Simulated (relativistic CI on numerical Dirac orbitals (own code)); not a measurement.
# One change at a time: Hg LX

Base calculation: Dirac-Coulomb-Breit CI, separate exchange-only KLI orbitals for each configuration, QED by a radiative potential, unscaled Slater integrals.

Configuration list (outside the closed core [Ne]): 3s²3p⁶3d³, 3s²3p⁵3d⁴, 3s3p⁶3d⁴, 3s²3p⁶3d²4s, 3s²3p⁶3d²4p, 3s²3p⁶3d²4d, 3s²3p⁵3d³4s, 3s²3p⁶3d²4f, 3s²3p⁵3d³4p, 3s3p⁶3d³4s, 3p⁶3d⁴4p, 3s3p⁶3d³4p, 3s²3p⁶3d4s4p, 3s²3p⁶3d²5s, 3s²3p⁶3d²5p, 3s²3p⁶3d4p4d, 3s²3p⁶3d²5d, 3s²3p⁶3d²5f, 3s²3p⁶3d²5g, 3s3p⁶3d²4s4p, 3s²3p⁶3d²6s, 3p⁶3d⁵, 3p⁵3d⁶, 3p⁵3d⁵4s, 3p⁶3d⁴4s, 3p⁵3d⁴4s², 3s²3p⁶3d4s², 3s²3p⁶4s²4p, 3s²3p⁶4s²4d, 3s²3p⁶3d4p², 3s²3p⁶4s4p², 3s²3p⁶4p³, 3s²3p⁶4p²4d, 3s²3p⁵3d4s4p², 3s²3p⁶3d4s4d, 3s²3p⁶4s4p4d, 3s²3p⁶4s4d², 3s²3p⁵3d4s²4d, 3s²3p⁶3d4d², 3s²3p⁶4p4d², 3s²3p⁶4d³, 3s²3p⁵3d4s4d², 3s3p⁶3d²4s², 3s3p⁶3d4s²4p, 3s3p⁶3d4s²4d. Double excitations out of closed p, d and f shells are left out; levels of such configurations are missing from the list, as are those of other unlisted configurations, and high levels can miss mixing partners. These lack a partner that the ground configuration has and come out too high: 3s²3p⁵3d³4p.

Variants: (1) configuration mixing switched off; (2) non-relativistic limit. Shifts of the energy above 3s²3p⁶3d³ ⁴F3/2, in eV, for the lowest level and the first level of each name with at least 55 % of one term (blank where a level changes its place among those of its configuration and J or its character, or is not in the variant):

```csv
Level,Base,Δ(1),Δ(2)
3s²3p⁶3d³ ⁴F3/2,0.000,0.000,0.000
3s²3p⁶3d³ ⁴F5/2,97.040,-0.135,-97.039
3s²3p⁶3d³ ⁴P1/2,110.328,+0.130,-94.777
3s²3p⁶3d³ ⁴F7/2,203.810,-0.195,
3s²3p⁶3d³ ²P1/2,218.940,+0.099,-196.682
3s²3p⁶3d³ ²H11/2,219.432,-0.381,-196.665
3s²3p⁶3d³ ²F7/2,230.609,+0.130,-192.453
3s²3p⁶3d³ ²D3/2,255.093,+0.194,-231.248
3s²3p⁵3d⁴ ²I°13/2,537.419,-0.773,
```

At this charge energies of transitions that change n are usually good to better than 1 %, and those within a shell (Δn = 0) to a few per cent.

Ionisation energy from the two ground configurations alone: base 6191.47 eV. The NIST ASD value (theoretical) is 6192 eV.

LS names give the leading component of a level, which can be under half, so a name can repeat, a term be missing and a line seem to break the LS rules.
